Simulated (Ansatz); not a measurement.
Compare A (`BOC[SiH2]C`) with its isomer B (`BO[SiH](C)C`).

Calculated with Ansatz (gas phase, PBE0-D4/def2-TZVP geometries, no zero-point term in ΔE). CCSD(T)/CBS is the MP2 limit (def2-TZVPP, def2-QZVPP) plus CCSD(T) − MP2 in def2-TZVPP, frozen cores. Functionals use def2-TZVPP. B3LYP here is the variant with VWN-RPA as its local correlation; programs differ in this. One conformer a species, not always the lowest.

(1) Which isomer does CCSD(T)/CBS put lower? Give the gap. (An estimate is asked.)

(2) Give E(B) − E(A) in kJ/mol with ωB97M-V, B3LYP, MP2/def2-TZVPP, CCSD/def2-TZVPP, PBE0-D4, HF/def2-TZVPP, PBE-D4. (Best estimate.)

Largest T1 diagnostic: 0.013.

Answers

(1) Computed: B, by 203.8 kJ/mol.

(2) Computed: ωB97M-V -201.1, B3LYP -195.2, MP2/def2-TZVPP -209.1, CCSD/def2-TZVPP -202.3, PBE0-D4 -194.4, HF/def2-TZVPP -209.5, PBE-D4 -185.3. None reverses the order clearly.

From PBE to PBE0 (25 % exact exchange), in def2-TZVPP and without D4, E(B) − E(A) moves by −9.2 kJ/mol.
